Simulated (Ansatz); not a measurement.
B₅⁻. Charge -1, multiplicity 1. Geometry r2SCAN-D4/def2-SVPD.

```xyz
5

B     0.2821    0.2589   -1.1076
B    -0.9688    0.2449    1.3775
B     1.3009   -0.8867   -0.6462
B    -0.8368    0.8124   -0.1138
B     0.2226   -0.4295    0.4902
```

The restricted singlet is unstable towards broken spin symmetry at other levels; at revPBE-D4/def2-TZVPD, PBE0-D4/def2-SVPD, ωB97M-V/def2-TZVPD this wasn't settled. At r2SCAN-D4/def2-TZVPD, PBE0-D4/def2-TZVPD the restricted singlet is unstable: a solution with broken spin symmetry lies lower. The geometry of the singlet was relaxed on an unsound state (restricted singlet, unstable towards broken spin symmetry at other levels and untested here). The order of the spin states hangs on the level: the triplet lies 0.12 eV below the singlet at r2SCAN-D4/def2-TZVPD, but 0.19 eV above it at revPBE-D4/def2-TZVPD. The singlet is doubtful at r2SCAN-D4/def2-TZVPD (restricted singlet, unstable towards broken spin symmetry). The singlet is doubtful at revPBE-D4/def2-TZVPD (restricted singlet, unstable towards broken spin symmetry at other levels and untested here). The structure comes from a short search, and lower isomers may exist.

Question: Estimate the orbital energies around the gap (eV) in Ansatz with revPBE-D4/def2-TZVPD, r2SCAN-D4/def2-TZVPD, PBE0-D4/def2-SVPD, PBE0-D4/def2-TZVPD, ωB97M-V/def2-TZVPD.

Answer: 
```json
{"orbital": "HOMO−9", "revPBE-D4/def2-TZVPD": "-172.76", "r2SCAN-D4/def2-TZVPD": "-175.89", "PBE0-D4/def2-SVPD": "-180.45", "PBE0-D4/def2-TZVPD": "-180.20", "ωB97M-V/def2-TZVPD": "-183.34"}
{"orbital": "HOMO−8", "revPBE-D4/def2-TZVPD": "-172.49", "r2SCAN-D4/def2-TZVPD": "-175.60", "PBE0-D4/def2-SVPD": "-180.20", "PBE0-D4/def2-TZVPD": "-179.89", "ωB97M-V/def2-TZVPD": "-183.10"}
{"orbital": "HOMO−7", "revPBE-D4/def2-TZVPD": "-11.71", "r2SCAN-D4/def2-TZVPD": "-12.60", "PBE0-D4/def2-SVPD": "-13.87", "PBE0-D4/def2-TZVPD": "-13.99", "ωB97M-V/def2-TZVPD": "-16.60"}
{"orbital": "HOMO−6", "revPBE-D4/def2-TZVPD": "-8.00", "r2SCAN-D4/def2-TZVPD": "-8.65", "PBE0-D4/def2-SVPD": "-9.79", "PBE0-D4/def2-TZVPD": "-9.90", "ωB97M-V/def2-TZVPD": "-12.39"}
{"orbital": "HOMO−5", "revPBE-D4/def2-TZVPD": "-5.09", "r2SCAN-D4/def2-TZVPD": "-5.59", "PBE0-D4/def2-SVPD": "-6.57", "PBE0-D4/def2-TZVPD": "-6.68", "ωB97M-V/def2-TZVPD": "-9.12"}
{"orbital": "HOMO−4", "revPBE-D4/def2-TZVPD": "-2.75", "r2SCAN-D4/def2-TZVPD": "-3.10", "PBE0-D4/def2-SVPD": "-3.97", "PBE0-D4/def2-TZVPD": "-4.03", "ωB97M-V/def2-TZVPD": "-6.26"}
{"orbital": "HOMO−3", "revPBE-D4/def2-TZVPD": "-2.64", "r2SCAN-D4/def2-TZVPD": "-2.87", "PBE0-D4/def2-SVPD": "-3.55", "PBE0-D4/def2-TZVPD": "-3.54", "ωB97M-V/def2-TZVPD": "-5.53"}
{"orbital": "HOMO−2", "revPBE-D4/def2-TZVPD": "-1.51", "r2SCAN-D4/def2-TZVPD": "-1.78", "PBE0-D4/def2-SVPD": "-2.62", "PBE0-D4/def2-TZVPD": "-2.65", "ωB97M-V/def2-TZVPD": "-4.75"}
{"orbital": "HOMO−1", "revPBE-D4/def2-TZVPD": "-1.43", "r2SCAN-D4/def2-TZVPD": "-1.68", "PBE0-D4/def2-SVPD": "-2.56", "PBE0-D4/def2-TZVPD": "-2.55", "ωB97M-V/def2-TZVPD": "-4.74"}
{"orbital": "HOMO", "revPBE-D4/def2-TZVPD": "-0.06", "r2SCAN-D4/def2-TZVPD": "-0.23", "PBE0-D4/def2-SVPD": "-0.79", "PBE0-D4/def2-TZVPD": "-0.82", "ωB97M-V/def2-TZVPD": "-2.55"}
{"orbital": "LUMO", "revPBE-D4/def2-TZVPD": "0.82", "r2SCAN-D4/def2-TZVPD": "0.90", "PBE0-D4/def2-SVPD": "1.60", "PBE0-D4/def2-TZVPD": "1.59", "ωB97M-V/def2-TZVPD": "3.28"}
{"orbital": "LUMO+1", "revPBE-D4/def2-TZVPD": "1.34", "r2SCAN-D4/def2-TZVPD": "1.33", "PBE0-D4/def2-SVPD": "1.87", "PBE0-D4/def2-TZVPD": "1.83", "ωB97M-V/def2-TZVPD": "3.50"}
{"orbital": "LUMO+2", "revPBE-D4/def2-TZVPD": "2.56", "r2SCAN-D4/def2-TZVPD": "2.73", "PBE0-D4/def2-SVPD": "3.38", "PBE0-D4/def2-TZVPD": "3.32", "ωB97M-V/def2-TZVPD": "3.94"}
{"orbital": "LUMO+3", "revPBE-D4/def2-TZVPD": "3.08", "r2SCAN-D4/def2-TZVPD": "3.30", "PBE0-D4/def2-SVPD": "3.83", "PBE0-D4/def2-TZVPD": "3.58", "ωB97M-V/def2-TZVPD": "4.17"}
{"orbital": "LUMO+4", "revPBE-D4/def2-TZVPD": "3.19", "r2SCAN-D4/def2-TZVPD": "3.84", "PBE0-D4/def2-SVPD": "4.53", "PBE0-D4/def2-TZVPD": "3.64", "ωB97M-V/def2-TZVPD": "4.31"}
{"orbital": "LUMO+5", "revPBE-D4/def2-TZVPD": "3.52", "r2SCAN-D4/def2-TZVPD": "4.22", "PBE0-D4/def2-SVPD": "4.83", "PBE0-D4/def2-TZVPD": "3.93", "ωB97M-V/def2-TZVPD": "4.57"}
```
